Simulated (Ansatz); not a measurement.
Consider the formal exchange of groups at the Al–C bond: `[CH3][Al]([CH3])[C]#N` + `C#N` → `[CH3][Al]([C]#N)[C]#N` + CH₄.

Gas-phase electronic energies from Ansatz, PBE0-D4/def2-TZVP geometries. CBS: MP2 limit from def2 TZ/QZ plus the TZ coupled-cluster correction, frozen cores. This one scheme is used for every species. Functionals use def2-TZVPP. B3LYP here is the variant with VWN-RPA as its local correlation; programs differ in this.

`[CH3][Al]([CH3])[C]#N`:

Cartesian coordinates in Å:
```
C 1.712 -0.307 0.636
Al -0.022 0.221 -0.051
C -1.604 -0.859 -0.345
C -0.196 2.108 -0.521
N -0.299 3.224 -0.797
H 1.767 -1.368 0.889
H 2.497 -0.090 -0.095
H 1.962 0.269 1.533
H -2.467 -0.433 0.176
H -1.484 -1.893 -0.017
H -1.865 -0.872 -1.409
```

`C#N`:

Z-matrix (Å, degrees):
```
C
N 1 1.146
H 1 1.069 2 180.0
```

`[CH3][Al]([C]#N)[C]#N`:

```xyz
9

C    -0.647   -1.088   -0.867
Al    0.163    0.283    0.206
C     0.543    2.059   -0.435
N     0.753    3.111   -0.859
C     0.670   -0.006    2.042
N     0.958   -0.222    3.138
H    -0.855   -0.748   -1.883
H    -1.587   -1.423   -0.417
H     0.003   -1.967   -0.924
```

CH₄:

```xyz
5

C     0.000    0.000    0.000
H    -0.122    1.081   -0.060
H    -0.063   -0.429   -1.000
H    -0.787   -0.421    0.625
H     0.972   -0.232    0.435
```

Is it downhill or uphill in electronic energy at CCSD(T)/CBS, and by how much? (An estimate is asked.)

The calculation gave: Downhill: ΔE = -67.2 kJ/mol.

What do these levels give: r2SCAN-D4, B97M-V, B3LYP-D4, PBE0, RPA@PBE/def2-TZVPP, CCSD/def2-SVP? (Best estimate.)

Computed: r2SCAN-D4 -68.0, B97M-V -73.0, B3LYP-D4 -68.9, PBE0 -64.5, RPA@PBE/def2-TZVPP -70.5, CCSD/def2-SVP -72.6 kJ/mol.

Largest T1 diagnostic among the species: 0.014.

Leaving LDA and LC-ωPBE aside and taking each functional with its dispersion term where it has one, the values, not all of them listed here, spread over 9.9 kJ/mol, from B97M-V to PBE-D4. LDA lies +7.7 kJ/mol from PBE without D4. In def2-TZVPP, CCSD(T) changes the Hartree–Fock value by +7.9 kJ/mol (the triples alone add −0.0 kJ/mol) and MP2 by +5.8 kJ/mol. At CCSD(T), def2-SVP lies −5.9 kJ/mol from the extrapolated value and def2-TZVPP −1.5 kJ/mol.
